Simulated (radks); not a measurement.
Question: I10+, 43 electrons, occupied as [Kr] 4d7 (the NIST ground configuration). Method: scalar-relativistic Kohn-Sham, BLYP, spin-polarised, spherical densities, finite nucleus; open shells are filled with parallel spins first (spin-orbit coupling, left out, can overturn this in heavy ions); Fermi nuclear charge, rms radius 4.75 fm; computed with a radial shooting solver on a logarithmic mesh with Libxc functionals. Some entries of the table are withheld. Estimate them.

orbital,occ.,eigenvalue (Ry),<r^2> (bohr^2)
1s up,1,-2437.905,0.001005
1s down,1,-2437.904,0.001005
2s up,1,-387.9892,0.01619
2s down,1,-387.9006,0.01619
2p up,3,-349.6522,0.01282
2p down,3,-349.5835,0.01281
3s up,1,-88.66425,0.1125
3s down,1,-88.62099,0.1124
3p up,3,-76.24517,0.1126
3p down,3,-76.19597,0.1125
3d up,5,-57.67663,0.09800
3d down,5,-57.60039,0.09792
4s up,1,-25.70649,0.5874
4s down,1,-25.42751,0.5876
4p up,3,-21.68871,(1)
4p down,3,-21.41022,(2)
4d up,5,-15.72719,(3)
4d down,2,-15.45772,(4)

Answer: 
(1) 4p up <r^2> (bohr^2): 0.6600
(2) 4p down <r^2> (bohr^2): 0.6612
(3) 4d up <r^2> (bohr^2): 0.8098
(4) 4d down <r^2> (bohr^2): 0.8157
